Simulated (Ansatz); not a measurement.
`OPO` + `N[SiH3]` → `OPN[SiH3]` + H₂O  (ligand exchange at a P–O bond)

Program: Ansatz. Geometries: PBE0-D4/def2-TZVP. ΔE: electronic, gas phase. CCSD(T)/CBS is the MP2 limit (def2-TZVPP, def2-QZVPP) plus CCSD(T) − MP2 in def2-TZVPP, frozen cores. This one scheme is used for every species. Functionals use def2-TZVPP. HSE06 is defined as in plane-wave codes. Each species was taken in one conformer, which may not be the lowest.

```csv
level,ΔE (kcal/mol),difference from CCSD(T)/CBS
LDA (SPW92),2.7,1.1
PBE-D4,2.3,0.7
CAM-B3LYP-D4,3.7,2.1
ωB97X-V,3.3,1.7
ωB97M-V,3.3,1.7
B2PLYP,3.8,2.2
PBE,3.5,1.9
r2SCAN,3.6,2.0
r2SCANh,3.5,1.9
HSE06,3.2,1.6
LC-ωPBE,3.6,2.0
RPA@PBE/def2-TZVPP,2.6,1.0
CCSD(T)/def2-SVP,0.9,-0.7
CCSD/def2-TZVPP,2.8,1.2
MP2/def2-QZVPP,1.3,-0.3
CCSD/CBS(def2),2.1,0.5
CCSD(T)/CBS,1.6,0
```

Q: What do rigid-rotor, harmonic-oscillator terms from PBE0-D4/def2-TZVP frequencies (298.15 K, 1 bar) make of the CCSD(T)/CBS value? (Estimate.)

A: Computed: ΔZPE = -0.8 kcal/mol, ΔH = +1.6 kcal/mol, ΔS = -7 J/(mol·K), ΔG = +2.1 kcal/mol. Modes under 50 cm⁻¹ make the entropy rough.

Largest T1 diagnostic among the species: 0.013.

At CCSD(T), def2-SVP lies −0.7 kcal/mol from the extrapolated value and def2-TZVPP +0.6 kcal/mol. In def2-TZVPP, CCSD(T) changes the Hartree–Fock value by −3.3 kcal/mol (the triples alone add −0.5 kcal/mol) and MP2 by −3.9 kcal/mol. The D4 term adds −2.0 kcal/mol with B3LYP and −1.1 kcal/mol with PBE0; it sums over pairs of atoms, weighted by their polarisabilities, and B3LYP, whose exchange is more repulsive, gets the larger term.

B3LYP here is the variant with VWN-RPA as its local correlation; programs differ in this.
